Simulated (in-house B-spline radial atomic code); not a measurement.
Results of a calculation; reference values are marked as such.
Two electrons in Si: a Gaussian well −V exp(−r²/w²) with V = 414 meV and w = 9.64 nm

For Si the NSM archive of the Ioffe Institute lists m_l = 0.98 m0, m_t = 0.19 m0 and ε = 11.7; the model takes one isotropic valley with the conductivity mass 3/(1/m_l + 2/m_t) = 0.26 m0, and so misses anisotropy and the other valleys. All triplets below are those of one valley; with several valleys two electrons can form a triplet in the 1s orbital itself, at an energy set by the valley splitting.

Effective-mass model with parabolic bands, a uniform dielectric constant, no image charges, no central-cell or spin-orbit terms. Two-electron levels come from full CI in B-splines with partial waves to l = 5 (up to 0.001 effective hartree above the limit).

Question: What are the effective units, and what is the potential in them?

Answer: Ha* = 27211.386 meV × 0.26/11.7² = 51.68 meV and a* = 0.0529177 nm × 11.7/0.26 = 2.381 nm. V = 8.01 Ha* and w = 4.05 a*.

In these units the lowest s and p orbitals lie at -6.585515 and -5.676043, and their Coulomb and exchange integrals are J_ss = 0.763600, J_sp = 0.628161 and K_sp = 0.1238. Full CI gives -12.475979 for the ground singlet, -11.774651 for the sp triplet, -11.577981 for the sp singlet and -10.960129 for the lowest triplet of two s orbitals.

Question: What does it cost to add the second electron, to first order and exactly?

Answer: To first order E = 2ε_s + J_ss = -12.407429, so the charging energy E(2) − 2E(1) is J_ss = 39.47 meV. CI gives -12.475979 − 2 × (-6.585515) = 0.695050, or 35.92 meV: relaxation and correlation lower it by 3.543 meV, 9.0 % of J_ss. The s² configuration of one-electron orbitals holds 97.1 % of the state, and the mean radius is 3.02 nm. The second electron is bound by ε_s − E = 304.4 meV, against 340.4 meV for the first.

Question: How far above the singlet do the triplets lie?

Answer: To first order the sp triplet lies at ε_s + ε_p + J_sp − K_sp = -11.757202, which is 33.61 meV above 2ε_s + J_ss. CI gives -11.774651 − (-12.475979) = 0.701328, or 36.25 meV, 77 % of the orbital spacing of 47 meV. The ss triplet lies 78.34 meV up, so the lower of the two is the sp one, and its gap equals k_BT at 421 K. The sp singlet-triplet splitting is 10.16 meV, against 2K_sp = 12.8 meV.
